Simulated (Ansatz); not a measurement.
Total energies of C₂H₈AlBS.

| atom | x (Å) | y (Å) | z (Å) |
| --- | --- | --- | --- |
| B1 | 0.261 | -0.380 | 1.444 |
| C2 | 0.463 | -0.056 | 0.019 |
| C3 | 1.044 | 1.203 | -0.569 |
| Al4 | -1.601 | -0.250 | -0.279 |
| S5 | 0.285 | -1.335 | -1.279 |
| H6 | 0.391 | 0.501 | 2.248 |
| H7 | -0.081 | -1.476 | 1.792 |
| H8 | 0.992 | 1.999 | 0.176 |
| H9 | 2.095 | 1.052 | -0.833 |
| H10 | 0.523 | 1.547 | -1.468 |
| H11 | -2.513 | -1.316 | 0.442 |
| H12 | -2.091 | 0.918 | -1.225 |
| H13 | 0.230 | -2.407 | -0.468 |

The species carries charge 0 and has multiplicity 1. The bonds changed during the relaxation, so this is another structure than the one it started from. All single points use the PBE0-D4/def2-TZVP geometry. It is one conformer, not always the lowest. Basis def2-TZVPP, Ansatz 0.2.0.

RPA on PBE orbitals: Hartree–Fock energy of these orbitals -744.49935 Eh, correlation -1.28117 Eh (frozen core).

| functional | energy without D4 (Eh) | D4 term (kJ/mol) |
| --- | --- | --- |
| LDA (SPW92) | -743.05483 | – |
| revPBE | -746.38025 | -94.8 |
| BLYP | -746.46764 | -71.7 |
| r2SCAN | -746.41861 | -7.9 |
| B97M-V | -746.40273 | – |
| PBE0 | -746.14883 | -27.8 |
| r2SCANh | -746.41160 | -8.4 |
| BHLYP | -746.46925 | -42.3 |
| CAM-B3LYP | -746.48366 | -28.4 |
| LC-ωPBE | -746.27120 | – |
| ωB97X-V | -746.41357 | – |
| ωB97M-V | -746.43440 | – |
| B2PLYP | -746.18658 | – |
| PBE-QIDH | -745.96095 | – |

(1) Give the same for PBE, B3LYP, r2SCAN0, HSE06 (plane-wave form). (Best estimate.)

B3LYP takes the VWN-RPA correlation (the form of Gaussian; ORCA's B3LYP/G). HSE06 is the plane-wave form, built on full-range PBE exchange. The double hybrids freeze the cores in their second-order part.

Answers

(1) Ansatz gave: 
```
             functional  energy without D4 (Eh)  D4 term (kJ/mol)
                    PBE              -746.06877             -32.8
                  B3LYP              -746.59071             -53.2
                r2SCAN0              -746.40223              -9.4
HSE06 (plane-wave form)              -746.12809             -26.0
```

LC-ωPBE has ω = 0.4 bohr⁻¹.
